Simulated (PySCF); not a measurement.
# How good is the calculation?

Molfile (atoms numbered from 1):
```
C6H13F
     RDKit          3D

 20 19  0  0  0  0  0  0  0  0999 V2000
    3.2055    0.0950   -0.2207 C   0  0  0  0  0  0  0  0  0  0  0  0
    1.8384    0.5147    0.2943 C   0  0  0  0  0  0  0  0  0  0  0  0
    0.6863   -0.2320   -0.3641 C   0  0  0  0  0  0  0  0  0  0  0  0
   -0.6820    0.1881    0.1502 C   0  0  0  0  0  0  0  0  0  0  0  0
   -1.8365   -0.5519   -0.5089 C   0  0  0  0  0  0  0  0  0  0  0  0
   -3.1923   -0.1004   -0.0223 C   0  0  0  0  0  0  0  0  0  0  0  0
   -3.3748    1.2387   -0.2824 F   0  0  0  0  0  0  0  0  0  0  0  0
    3.2962    0.2718   -1.3046 H   0  0  0  0  0  0  0  0  0  0  0  0
    4.0152    0.6513    0.2753 H   0  0  0  0  0  0  0  0  0  0  0  0
    3.3858   -0.9784   -0.0480 H   0  0  0  0  0  0  0  0  0  0  0  0
    1.7903    0.3626    1.3872 H   0  0  0  0  0  0  0  0  0  0  0  0
    1.6985    1.5991    0.1394 H   0  0  0  0  0  0  0  0  0  0  0  0
    0.7291   -0.0776   -1.4579 H   0  0  0  0  0  0  0  0  0  0  0  0
    0.8204   -1.3192   -0.2124 H   0  0  0  0  0  0  0  0  0  0  0  0
   -0.8232    1.2704   -0.0084 H   0  0  0  0  0  0  0  0  0  0  0  0
   -0.7264    0.0350    1.2442 H   0  0  0  0  0  0  0  0  0  0  0  0
   -1.7911   -0.4155   -1.6036 H   0  0  0  0  0  0  0  0  0  0  0  0
   -1.7511   -1.6382   -0.3294 H   0  0  0  0  0  0  0  0  0  0  0  0
   -4.0007   -0.6623   -0.5209 H   0  0  0  0  0  0  0  0  0  0  0  0
   -3.2900   -0.2507    1.0679 H   0  0  0  0  0  0  0  0  0  0  0  0
  1  2  1  0
  2  3  1  0
  3  4  1  0
  4  5  1  0
  5  6  1  0
  6  7  1  0
  1  8  1  0
  1  9  1  0
  1 10  1  0
  2 11  1  0
  2 12  1  0
  3 13  1  0
  3 14  1  0
  4 15  1  0
  4 16  1  0
  5 17  1  0
  5 18  1  0
  6 19  1  0
  6 20  1  0
M  END
```

Measured values that the calculation should reproduce:  Coupling constants: ¹J(C6,F7) 166.6 Hz, ²J(C5,F7) 19.9 Hz, ³J(C4,F7) 5.2 Hz.

PySCF 2.14.0 with density-fitted response routines calculation with PBE0-D3(BJ)/def2-SVP structure, shielding tensors at PBE0/pcSseg-1 (GIAO) and J couplings at B3LYP/pcJ-1 (spin–dipole term only in couplings to heteroatoms); relativity neglected, gas phase, a single conformation, averaged over atoms made equivalent by symmetry, fast rotation or ring inversion.

Set the calculated values beside the experiment.

Results:


Coupling constants in Hz (some tables give magnitudes without signs):
```tsv
coupling	reference	computed	source
¹J(C6,F7)	166.6	-232.9	measured; liquid or solution; F. J. Weigert, PhD thesis, Caltech 1968 (Carbon-13 magnetic resonance spectroscopy)
²J(C5,F7)	19.9	19.9	measured; liquid or solution; F. J. Weigert, PhD thesis, Caltech 1968 (Carbon-13 magnetic resonance spectroscopy)
³J(C4,F7)	5.2	2.9	measured; liquid or solution; F. J. Weigert, PhD thesis, Caltech 1968 (Carbon-13 magnetic resonance spectroscopy)
```
